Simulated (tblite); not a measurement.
Q: Write Cartesian coordinates for `N#C[C@@H]1[CH]CC[C@H]1F` [radical] as optimised with GFN2-xTB. (Doublet state.)

A: 
```
atom  x, y, z in Å
N1     2.9146    0.6983   -0.7801
C2     2.0753    0.1493   -0.2301
C3     0.9632   -0.5510    0.3831
C4     0.1161   -1.0934   -0.7117
C5    -1.1324   -0.3199   -0.8735
C6    -0.9660    0.8895    0.0579
C7     0.0388    0.4387    1.1167
F8    -0.6081   -0.2288    2.1354
H9     1.3600   -1.3122    1.0668
H10    0.4131   -1.9121   -1.3361
H11   -1.3146   -0.0231   -1.9108
H12   -1.9967   -0.9254   -0.5664
H13   -1.9010    1.1984    0.5217
H14   -0.5443    1.7344   -0.4869
H15    0.5775    1.2653    1.5921
```

Orientation and origin are arbitrary. Atoms count from 1 in this order. C4 (carbon bonded to 2 C and H) is planar (angles 124.8°, 123.4° and 111.8°, sum 359.9°, 0.02 Å off the plane of its three neighbours). The 5-membered ring C3–C4–C5–C6–C7 has internal angles of 104.1° to 111.8°; it is puckered, 0.14 Å rms from its mean plane, widest ring torsion 32°. The 6 C–C bonds span 1.450 Å (C2–C3, drawn single) to 1.540 Å (C3–C7, drawn single), a spread of 0.090 Å.

Bonds between heavy atoms (Å): N1≡C2 1.144, C2–C3 1.450, C3–C4 1.487, C4–C5 1.478, C5–C6 1.535, C6–C7 1.528, C7–F8 1.379, C3–C7 1.540.

Computed geometry: GFN2-xTB, gas phase. This method treats the open shell by occupation alone, without spin polarisation.

Point group: C1 (no symmetry element, even within 0.4 Å). Its GFN2-xTB frequencies are all real (lowest 68 cm⁻¹). Torsions: C2–C3–C4–C5 -106°, C3–C4–C5–C6 8°, C4–C5–C6–C7 -24°, C5–C6–C7–F8 -85°.

Hardware: one thread of an Arm Neoverse V1, on a shared host. Cost: 0.33 s of wall time. That covers the optimisation of the geometry.

One conformer stands for the species.
